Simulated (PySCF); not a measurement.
Mg(H)(SiH3) (H₄MgSi), SMILES [SiH3][MgH]. Atoms are numbered in the order given.

```xyz
6

Mg     0.0000     0.0000    -1.4705
H      0.0000     0.0000    -3.1761
Si     0.0000     0.0000     1.1209
H      1.1868    -0.6852     1.7097
H     -1.1868    -0.6852     1.7097
H      0.0000     1.3704     1.7097
```

Geometry optimised at TPSSh-D3(BJ)/def2-TZVP.

All values below come from HF/def2-TZVPD in PySCF.

Isolated molecule, no solvent.

```yaml
total_energy: -490.84893 hartree
point_group: C3v
highest_occupied_level: -9.13 eV
lowest_empty_level: 0.75 eV
orbital_gap: 9.87 eV
dipole_moment: 0.58 D
quadrupole, principal values (traceless, Buckingham form, about the centre of nuclear charge): -15.68, 7.84, 7.84 D·Å
mean_static_polarisability: 63.3 bohr³ (9.38 Å³)
polarisability_principal_values: 56.0, 56.0, 78.0 bohr³
```
